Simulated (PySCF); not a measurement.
## Telling isomers of C5H8F2O2Si apart by NMR

- geometry: GFN2-xTB
- GIAO PBE0/pcSseg-1 shieldings
- program: PySCF 2.14
- fast rotation and ring inversion assumed for equivalent nuclei, non-relativistic Hamiltonian, isolated molecule, a single conformation

References, each an isolated molecule treated in the same way: TMS for 1H and 13C. Splittings of carbon signals by F and P are missing where no couplings were computed. Where no couplings were computed, multiplicities follow the n + 1 count of equivalent neighbours, and m marks all less simple cases (inequivalent or close neighbours, rings, F or P nearby). Shifts are as computed. Against solution values, carbons near 30 ppm lie about +3 ppm off and those near 130 ppm about +5 ppm. Of 1309 compounds with measured shifts, 239 miss one by over three times the rms of a fit or turn the order of signals round; such compounds aren't used in these exercises.

(1) Tabulate the signals of `CCC(=O)/C(=C/F)O[SiH2]F`, `CC(=O)/C=C(\O[SiH3])C(F)F`, `CC(=O)O[SiH2]C/C(F)=C\F`, `CC(=O)/C=C(/O[SiH3])C(F)F` and their relative energies.

(2) What is the quickest way to tell CCC(=O)/C(=C/F)O[SiH2]F from CC(=O)/C=C(\O[SiH3])C(F)F?

(3) What is the quickest way to tell CCC(=O)/C(=C/F)O[SiH2]F from CC(=O)O[SiH2]C/C(F)=C\F?

(4) What is the quickest way to tell CC(=O)O[SiH2]C/C(F)=C\F from CC(=O)/C=C(/O[SiH3])C(F)F?

## Answers

(1) 
```tsv
SMILES	carbon types	δC	δH	E rel. (kcal/mol)
CCC(=O)/C(=C/F)O[SiH2]F	2×C 1×CH 1×CH2 1×CH3	204.3, 151.7, 141.1, 36.8, 8.7	7.82 (m, 1H), 5.17 (m, 2H), 2.87 (q, 2H), 1.17 (t, 3H)	0.0
CC(=O)/C=C(\O[SiH3])C(F)F	2×C 2×CH 1×CH3	204.5, 174.2, 121.3, 105.2, 33.0	6.15 (m, 1H), 5.97 (m, 1H), 5.35 (s, 3H), 2.23 (s, 3H)	36.5
CC(=O)O[SiH2]C/C(F)=C\F	2×C 1×CH 1×CH2 1×CH3	177.7, 162.1, 148.5, 23.7, 16.3	7.51 (m, 1H), 5.01 (t, 2H), 2.34 (m, 2H), 2.19 (s, 3H)	22.3
CC(=O)/C=C(/O[SiH3])C(F)F	2×C 2×CH 1×CH3	201.2, 166.6, 115.2, 115.0, 35.4	8.64 (m, 1H), 6.00 (m, 1H), 5.15 (s, 3H), 2.30 (s, 3H)	38.4
```

Energies are electronic energies at PBE0/pcSseg-1 on these geometries, without zero-point or thermal terms, each for the one conformer computed, which needn't be the lowest.

(2) Both give the same number of carbon signals, but DEPT or the intensities differ. The first has an sp3 CH2 α to a carbonyl at 36.8 ppm, the second a β carbon of an enol-ether or enamine type C=C (CH) at 105.2 ppm. Their most deshielded carbons lie at 204.3 and 204.5 ppm. In the proton spectra the most deshielded non-exchanging signals are 7.82 (m, 1H) and 6.15 (m, 1H).

(3) Both give the same number of carbon signals, with the same numbers of each carbon type, so the positions decide. The first has a ketone carbonyl carbon (C) at 204.3 ppm, the second a carbonyl carbon (C) at 177.7 ppm.

(4) Both give the same number of carbon signals, but DEPT or the intensities differ. The first has an allylic sp3 CH2 bonded to Si at 16.3 ppm, the second an allylic sp3 CH bonded to 2 F at 115.0 ppm. Their most deshielded carbons lie at 177.7 and 201.2 ppm. In the proton spectra the most deshielded non-exchanging signals are 7.51 (m, 1H) and 8.64 (m, 1H).
